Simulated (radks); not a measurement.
Species: Sn IV. Configuration: [Kr] 4d10 5s1. Method: Dirac Kohn-Sham, LDA (Slater exchange, Perdew-Wang correlation), spin-unpolarised, spherical densities, finite nucleus; Fermi nuclear charge, rms radius 4.6519 fm; computed with a radial shooting solver on a logarithmic mesh with Libxc functionals.

Radial electron density D(r) = 4 pi r^2 rho(r):

```
   r/bohr * D(r) (the largest magnitude, 82.3, reaches the edge; | marks zero)
 0.002334 |   *
 0.002674 |     *
 0.003088 |      *
 0.003538 |        *
 0.004086 |          *
 0.004681 |            *
 0.005407 |               *
 0.006194 |                  *
 0.007097 |                     *
 0.008196 |                         *
  0.00939 |                             *
  0.01084 |                                *
  0.01242 |                                    *
  0.01435 |                                       *
  0.01644 |                                         *
  0.01898 |                                          *
  0.02175 |                                           *
  0.02512 |                                          *
  0.02878 |                                        *
  0.03324 |                                      *
  0.03808 |                                     *
  0.04362 |                                     *
  0.05038 |                                       *
  0.05772 |                                           *
  0.06666 |                                                *
  0.07637 |                                                    *
   0.0882 |                                                      *
    0.101 |                                                     *
   0.1167 |                                                *
   0.1337 |                                           *
   0.1544 |                                      *
   0.1769 |                                     *
   0.2027 |                                       *
   0.2341 |                                           *
   0.2682 |                                            *
   0.3097 |                                         *
   0.3548 |                                 *
   0.4098 |                        *
   0.4695 |                *
   0.5422 |             *
   0.6212 |             *
   0.7174 |              *
   0.8219 |               *
   0.9492 |             *
    1.087 |          *
    1.246 |       *
    1.439 |    *
    1.648 |  *
    1.904 | *
    2.181 |*
    2.519 *
    2.886 *
    3.333 *
    3.818 *
     4.41 *
    5.052 *
    5.835 *
```

D(r) has 4 maxima, at r = 0.0206, 0.0903, 0.264, 0.777 bohr, and minima at 0.0403, 0.173, 0.573 bohr, inside which lie 2.04, 11.18, 29.05 electrons.
